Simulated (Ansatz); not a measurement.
Basis-set extrapolation for C2H4SSi (`[SiH3]C1=CS1`) (PBE0-D4/def2-TZVP geometry, frozen core, Ansatz). Multiplicity 1, RHF reference.

|  | def2-TZVPP | def2-QZVPP |
| --- | --- | --- |
| HF | -764.482379 | -764.506325 |
| MP2 correlation | -0.608143 | -0.652586 |
| CCSD(T) correlation | -0.680409 | not run |

Energies in hartree. Use E(X) = E(∞) + A·exp(−7.88·√X) for Hartree–Fock and E(X) = E(∞) + B·X^(−2.97) for correlation, with X = 3 and 4, and add CCSD(T) minus MP2 of the smaller set to the MP2 limit.

Question: What is the CCSD(T) energy at the basis-set limit?

Answer: HF limit: -764.506325 + (-0.023946) × 0.13774 = -764.50962. MP2 limit: -0.652586 + (-0.044443) × 0.74074 = -0.68551. Higher-order term: -0.680409 − (-0.608143) = -0.07227. Total: -765.26740 hartree, 274.7 kJ/mol below CCSD(T)/def2-TZVPP.
